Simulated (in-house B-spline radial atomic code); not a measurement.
Ionising Tl2+ with different functionals

Computed with an all-electron radial atomic-structure program (B-spline basis): scalar-relativistic (spin-free X2C) Hamiltonian, Fermi nucleus of rms radius 5.4759 fm, spin-polarised at highest spin, spherical fractional occupations for the functionals, the average over the highest-spin determinants for Hartree-Fock. The ionisation energy is the difference of two self-consistent energies, [Xe] 4f14 5d10 6s1 → [Xe] 4f14 5d10, without Breit or QED terms; ε is the level of the shell that loses the electron (its least bound occupied spin orbital). There is no spin-orbit coupling in this Hamiltonian.

```tsv
method	rung	ΔSCF (eV)	-ε(6s) (eV)
Hartree-Fock	Hartree-Fock	28.15	28.41
HF fractional	Hartree-Fock	28.15	28.41
LDA VWN5	LDA	30.74	26.13
LDA PW92	LDA	30.74	26.12
LDA exchange-only	LDA	29.55	25.02
PBE	GGA	30.32	25.75
PBEsol	GGA	30.36	25.83
BLYP	GGA	30.41	25.74
RPBE	GGA	30.16	25.62
PW91	GGA	30.43	25.86
BP86	GGA	30.46	25.93
AM05	GGA	?	?
OLYP	GGA	30.06	25.52
TPSS	meta-GGA	30.01	25.58
SCAN	meta-GGA	30.37	26.15
r2SCAN	meta-GGA	30.16	26.05
revTPSS	meta-GGA	29.97	25.58
PBE0	global hybrid	29.95	26.63
B3LYP	global hybrid	30.28	26.60
TPSSh	global hybrid	29.89	25.95
BHandHLYP	global hybrid	29.71	27.48
r2SCAN0	global hybrid	29.92	26.93
B97-1	global hybrid	29.83	26.25
HSE06	range-separated hybrid	?	?
wB97X	range-separated hybrid	29.49	28.61
CAM-B3LYP	range-separated hybrid	30.15	28.08
LC-wPBE	range-separated hybrid	29.74	29.18
```

(1) What does AM05 give?

(2) What does HSE06 give?

(3) Among the functionals, which spreads more, the ΔSCF values or the orbital energies?

(4) How do they compare with the NIST value?

Results:

(1) ΔSCF 30.33 eV, and -ε(6s) = 25.80 eV.

(2) ΔSCF 29.97 eV, and -ε(6s) = 26.23 eV.

(3) The orbital energies: ΔSCF values span about 1.25 eV and the orbital energies 4.17 eV.

(4) NIST lists 29.852 eV (measured, ground level to ground level). Errors run from -1.70 to +0.89 eV; B97-1 is closest (-0.03 eV), but part of that can be cancellation, since the calculations leave out Breit-QED terms. Hartree-Fock also lacks correlation.
